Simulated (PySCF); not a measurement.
Constitutional and geometric isomers with formula H4O2Si2. Gas-phase values, no solvent. One relaxed conformer stands for each flexible species; it need not be the lowest. Strings in code marks are SMILES. All members: neutral, multiplicity 1. Level: r2SCAN-D4/def2-TZVP (PySCF). Delta-SCF ions had no search for a lower state.  The removal energy is E(N − 1 electrons) − E(N electrons) at the parent's geometry; ε(HOMO) is measured against the vacuum level.

```
species                                                              −ε(HOMO) (eV)  vertical ionisation energy (Delta-SCF) (eV)
-------------------------------------------------------------------  -------------  -------------------------------------------
`O/[SiH]=[SiH]/O` (H–O–Si–Si torsion -58°, Si–Si–O–H torsion 58°)             4.97                                         7.55
`O/[SiH]=[SiH]\O` (H–O–Si–Si torsion 52°, Si–Si–O–H torsion -118°)            5.03                                         7.61
`O[Si](O)=[SiH2]` (H–O–Si–Si torsion -19°, Si–Si–O–H torsion -165°)           5.46                                     withheld
`O=[SiH][SiH2]O` (O–Si–Si–O torsion 180°, Si–Si–O–H torsion 180°)             6.54                                         9.58
`O=[Si](O)[SiH3]` (Si–Si–O–H torsion 0°)                                      6.84                                         9.98
```

Problem. Fit vertical ionisation energy (Delta-SCF) = a + b·x to the 4 complete rows by least squares, with x = −ε(HOMO) in eV. Give a, b and the rms residual, and predict the withheld value.

Solution. Means of the 4 rows: x̄ = 5.845, ȳ = 8.68 eV. Σ(x − x̄)² = 2.9029 and Σ(x − x̄)(y − ȳ) = 3.7798, so b = 1.302 and a = ȳ − b·x̄ = 1.070 eV. The rms residual is 0.007 eV. At x = 5.46 the line gives 8.18 eV. The run for `O[Si](O)=[SiH2]` (H–O–Si–Si torsion -19°, Si–Si–O–H torsion -165°) gave 8.09 eV, so the line is off by 0.09 eV, more than twice the rms residual.

Codes: PySCF.
